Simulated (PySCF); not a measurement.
Compound: GeH₈N₂Si.
Bonds: Si1–N2, N2–N3, N3–Ge4. Hydrogens: H5, H6, H7 on Si1; H8 on N2; H9 on N3; H10, H11, H12 on Ge4.

Computed, not measured: PBE0-D3(BJ)/def2-SVP geometry optimisation, gas phase (PySCF 2.14.0).

Entries marked ? are missing. Bonds in one row agree within 0.01 Å.

```
               coordinate    value
                   Si1–N2        ?
                    N2–N3        ?
                   N3–Ge4  1.838 Å
   Si1–H5, Si1–H6, Si1–H7  1.497 Å
                    N2–H8  1.016 Å
                    N3–H9  1.017 Å
Ge4–H10, Ge4–H11, Ge4–H12  1.541 Å
                N2–Si1–H5   110.3°
                N2–Si1–H6   106.6°
                N2–Si1–H7   113.3°
                H5–Si1–H6   110.8°
                H5–Si1–H7   106.9°
                H6–Si1–H7   109.0°
                Si1–N2–N3   121.4°
                Si1–N2–H8        ?
                 N3–N2–H8   113.7°
                N2–N3–Ge4   118.6°
                 N2–N3–H9   115.3°
                Ge4–N3–H9        ?
               N3–Ge4–H10   108.5°
               N3–Ge4–H11   112.2°
               N3–Ge4–H12   105.8°
              H10–Ge4–H11        ?
```

Estimate the withheld lengths and angles.

- Si1–N2 = 1.738 Å, drawn single (SiH3 silicon to hydrazine nitrogen); 0.08 Å below the sum of covalent radii, 1.82 Å.
- N2–N3 = 1.392 Å, drawn single (both ends hydrazine nitrogen); 0.03 Å below the sum of covalent radii, 1.42 Å.
- Si1–N2–H8 = 121.1°, at the hydrazine nitrogen; the outer atoms are 2.424 Å apart.
- Ge4–N3–H9 = 120.3°, at the hydrazine nitrogen; the outer atoms are 2.509 Å apart.
- H10–Ge4–H11 = 108.8°, at the germanium bonded to N and 3 H; the outer atoms are 2.508 Å apart.

Radii are Cordero's.

No frequency check. One conformer, not necessarily the lowest (Si1–N2–N3–Ge4 91°).
